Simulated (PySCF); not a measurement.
4-chloroindole, C8H6ClN.
Z-matrix (Å and degrees, PBE0-D3(BJ)/def2-SVP geometry), rows numbered from 1:
```
Cl
C   1  1.7328
C   2  1.3857  1  120.44
C   3  1.4073  2  120.21  1  -179.97
C   4  1.3871  3  121.64  2     0.01
C   5  1.3987  4  117.42  3    -0.02
N   6  1.3708  5  130.70  4  -179.97
C   7  1.3738  6  109.65  5   179.95
C   8  1.3709  7  109.72  6     0.04
C   2  1.4044  1  119.30  3  -179.98
H   3  1.0909  2  119.34  1     0.02
H   4  1.0923  3  118.81  2   180.00
H   5  1.0920  4  121.14  3   179.99
H   7  1.0093  6  125.08  5     0.03
H   8  1.0885  7  120.60  6  -179.98
H   9  1.0868  8  126.85  7   179.99
```

Level: PBE0/def2-SVPD in PySCF, non-relativistic, on one gas-phase PBE0-D3(BJ)/def2-SVP geometry that isn't relaxed in the solvent. The solvent is an IEF-PCM continuum (Bondi radii, 1.10 Å for H, scaled by 1.2), and excitations are vertical TDDFT with non-equilibrium linear response and a frozen core. The model holds no explicit solvent molecules, cavitation or dispersion.

Gas-phase singlets (H = HOMO, L = LUMO):

```json
{"state": "S1", "E (eV)": "4.739", "λ (nm)": "262", "f": "0.126", "leading configurations": "H→L 90%"}
{"state": "S2", "E (eV)": "4.918", "λ (nm)": "252", "f": "0.017", "leading configurations": "H-1→L 56%, H→L+1 41%"}
{"state": "S3", "E (eV)": "5.681", "λ (nm)": "218", "f": "0.003", "leading configurations": "H→L+2 98%"}
{"state": "S4", "E (eV)": "5.889", "λ (nm)": "211", "f": "0.000", "leading configurations": "H→L+3 94%"}
{"state": "S5", "E (eV)": "6.069", "λ (nm)": "204", "f": "0.445", "leading configurations": "H→L+1 40%, H-1→L 24%, H-2→L 23%"}
```

Question: What are the lowest 5 singlets in chloroform (ε = 4.711)?

Answer: 
```
state  E (eV)  λ (nm)      f  leading configurations  change by rank (eV)
   S1   4.658     266  0.172                 H→L 93%               -0.081
   S2   4.908     253  0.026    H-1→L 61%, H→L+1 37%               -0.010
   S3   5.808     213  0.001               H→L+2 94%               +0.127
   S4   5.907     210  0.856    H→L+1 59%, H-1→L 32%               +0.018
   S5   6.015     206  0.014               H→L+3 96%               -0.054
```

Question: The ground-state energy changes by -0.216 eV from gas to chloroform. By how much does the total energy of gas-phase S1 change?

Answer: E(S1) = E(S0) + excitation energy, so it changes by -0.216 − 0.081 = -0.297 eV: it is lowered more than the ground state, which is what a red shift means. This is the vertical state, with the slow part of the continuum still set for S0.

Question: How do the frontier levels move from gas to chloroform?

Answer: 
```json
{"orbital": "LUMO+2", "gas (eV)": "0.56", "solvent (eV)": "0.75", "change (eV)": "+0.19", "Löwdin shares, gas": "H14 34 %, C8 17 %, N7 11 %, H15 10 %", "Löwdin shares, solvent": "Cl1 57 %, C2 18 %"}
{"orbital": "LUMO+1", "gas (eV)": "0.23", "solvent (eV)": "0.22", "change (eV)": "-0.01", "Löwdin shares, gas": "C3 20 %, C6 17 %, C4 15 %, N7 10 %", "Löwdin shares, solvent": "C3 20 %, C4 16 %, C6 16 %, N7 10 %"}
{"orbital": "LUMO", "gas (eV)": "-0.73", "solvent (eV)": "-0.74", "change (eV)": "-0.01", "Löwdin shares, gas": "C2 18 %, C5 17 %, C8 14 %, C4 12 %", "Löwdin shares, solvent": "C2 18 %, C5 17 %, C8 14 %, C4 12 %"}
{"orbital": "HOMO", "gas (eV)": "-6.15", "solvent (eV)": "-6.16", "change (eV)": "-0.01", "Löwdin shares, gas": "C9 16 %, C2 13 %, C5 12 %, C8 12 %", "Löwdin shares, solvent": "C9 18 %, C2 12 %, C8 12 %, C5 11 %"}
{"orbital": "HOMO-1", "gas (eV)": "-6.79", "solvent (eV)": "-6.79", "change (eV)": "0.00", "Löwdin shares, gas": "C3 20 %, C6 17 %, C10 12 %, C4 11 %", "Löwdin shares, solvent": "C3 20 %, C6 17 %, C10 12 %, C8 11 %"}
{"orbital": "HOMO-2", "gas (eV)": "-7.95", "solvent (eV)": "-8.00", "change (eV)": "-0.05", "Löwdin shares, gas": "Cl1 21 %, C9 19 %, C10 17 %, N7 13 %", "Löwdin shares, solvent": "Cl1 19 %, C9 18 %, C10 18 %, N7 12 %"}
{"orbital": "HOMO-3", "gas (eV)": "-8.79", "solvent (eV)": "-8.99", "change (eV)": "-0.20", "Löwdin shares, gas": "Cl1 79 %, C2 9 %", "Löwdin shares, solvent": "Cl1 78 %, C2 9 %"}
```

The HOMO–LUMO gap goes from 5.42 to 5.43 eV. Rows go by rank; for LUMO+1 and LUMO+2 the atom shares or the degeneracy differ between the runs, so the row needn't follow one orbital.
